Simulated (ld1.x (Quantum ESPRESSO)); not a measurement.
Mg: one change to a PAW potential, before and after

ld1.x (Quantum ESPRESSO) 7.5 input, shortened:

```
&input
   title='Mg', zed=12., rel=1, dft='PBE', iswitch=3,
   config='[Ne] 3s2 3p0 3d-2'
 /
 &inputp
   pseudotype=3, lpaw=.true., tm=.true., lloc=-1, rcloc=1.25,
   nlcc=.true., new_core_ps=.true.,
   which_augfun='PSQ', rmatch_augfun_nc=.true.
 /
6
2S  1  0   2.00   0.00  0.95  1.10  0.0
3S  2  0   2.00   0.00  0.95  1.10  0.0
2P  2  1   6.00   0.00  1.05  1.15  0.0
3P  3  1   0.00   0.00  1.05  1.15  0.0
3D  3  2  -2.00   0.20  1.15  1.30  0.0
3D  3  2  -2.00   2.00  1.15  1.30  0.0
 &test
   configts(1)='2s2 2p6 3s2 3p0'
 /
```

Change: waves 2p (bound): rcut 1.05, rcutus 1.40 bohr; 3p (bound): rcut 1.05, rcutus 1.40 bohr.

Cutoffs: the cutoffs (Ry, on a coarse ladder) from which the occupation-weighted sum of valence levels, in a spherical-Bessel basis at the reference potential, stays within 10 and 1 mRy of its value at 400 Ry; they do not see the model core or the augmentation charge, which bear on the density cutoff. Errors are all-electron minus pseudo energies relative to the spin-unpolarised reference configuration.

What does the change do?

The potential gets softer (70 Ry and 110 Ry → 55 Ry and 80 Ry); the number of tests with a reliable result goes from 7 to 0 (the test run of the changed file stopped, so its transferability is not established); neither file shows a bound ghost. A larger radius leaves more room for a smooth pseudo-wave, so fewer plane waves are needed.

| quantity | base | changed |
| --- | --- | --- |
| cutoff, loose | 70 Ry | 55 Ry |
| cutoff, tight | 110 Ry | 80 Ry |
| loose cutoff by channel (10 mRy a level) | s 40 Ry, p 50 Ry | s 40 Ry, p 30 Ry |
| bound ghosts | none | none |
| tests with a reliable result | 7 of 7 | 0 of 7 (the test run stopped) |
| lowest overlap eigenvalue by channel | s 0.23, p 0.28, d 0.97 | s 0.23, p 0.13, d 0.97 |
